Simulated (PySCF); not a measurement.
CH7AsGe.
Numbering: `[CH3:1][GeH2:2][AsH2:3]` (hydrogens: H4, H5, H6 on C1; H7, H8 on Ge2; H9, H10 on As3)

Computed, not measured: MP2 and CCSD/aug-cc-pVDZ in PySCF, restricted Hartree–Fock reference, frozen core, non-relativistic, gas phase, PBE0-D3(BJ)/def2-SVP geometry.

E(HF) = -4351.45766 Eh.

Task: How large is the problem?

Result: 158 basis functions and 78 electrons; 19 orbitals frozen, which leaves o = 20 correlated occupied and v = 119 virtual orbitals. That is o·v = 2380 singles and o·v(o·v + 1)/2 = 2833390 distinct closed-shell doubles amplitudes before symmetry; the costliest CCSD step grows as o²v⁴ = 8.0 × 10^10.

Task: What are the MP2 and CCSD correlation energies?

Result: MP2 -0.4300 Eh and CCSD -0.4852 Eh, which gives totals of -4351.88767 and -4351.94287 Eh. That is 0.330 eV for each correlated electron at CCSD (1274 kJ/mol in all, 0.011 % of the total energy); MP2 gives 88.6 % of the CCSD value.

Task: What is the T1 diagnostic?

Result: 0.0089, below the customary warning level of 0.02. It is the norm of the spatial-orbital singles amplitudes over the root of the number of correlated electrons, so the norm is 0.056.

Task: How does correlation change the dipole moment?

Result: HF gives 1.32 D and CCSD (unrelaxed density) 1.14 D, a change of -0.18 D.

No triples correction and no basis-set extrapolation were made.

The values belong to the conformer `[CH3:1][GeH2:2][AsH2:3]`: H–As3–Ge2–C1 -46°, H–As3–Ge2–C1 46°.
